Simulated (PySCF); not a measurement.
Lowest singlet excitation (eV) of eight silicon and germanium compounds: TDA-PBE beside TDA-PBE0, computed with PySCF for isolated molecules in the bases named; differences from unrounded values. The eight are the first of their class met in an unordered collection, after screening for sound electronic states; none was chosen by its value. Each molecule has one DFT geometry for both levels.

| molecule | basis | TDA-PBE0 | TDA-PBE | difference |
|---|---|---|---|---|
| C₃H₇FOSi, SMILES C/C(=C\F)[SiH2]O | def2-SVPD | 6.18 | 5.35 | -0.83 |
| CH₅NO₂Si₂, SMILES O([Si@@H]([SiH3])O)C#N | def2-SVPD | 6.48 | 5.57 | -0.91 |
| C3H5ClOSi, SMILES Cl[Si@H]1OC=CC1 | def2-SVPD | 5.93 | 5.18 | -0.75 |
| C₃H₁₂N₂Si, SMILES CC(C)[SiH](N)N | def2-SVPD | 6.30 | 5.48 | -0.82 |
| Si(Cl)(H)2(OAc) (C₂H₅ClO₂Si), SMILES Cl[SiH2]OC(C)=O | def2-SVPD | 5.77 | 5.37 | -0.40 |
| BGeH5O2S, SMILES OB(O)[S][GeH3] | def2-SVPD | 5.61 | 5.10 | -0.50 |
| C2H3ClFNSi, SMILES [Si@](C#C)(F)(N)Cl | def2-SVPD | 5.93 | 5.27 | -0.66 |
| CH₆O₂Si₂, SMILES O=C[SiH2]O[SiH3] | def2-SVPD | 3.22 | 3.09 | -0.13 |

TDA-PBE lies below TDA-PBE0 in 8 and above it in 0 of the eight; the mean signed difference is -0.62 and the largest -0.91 eV.
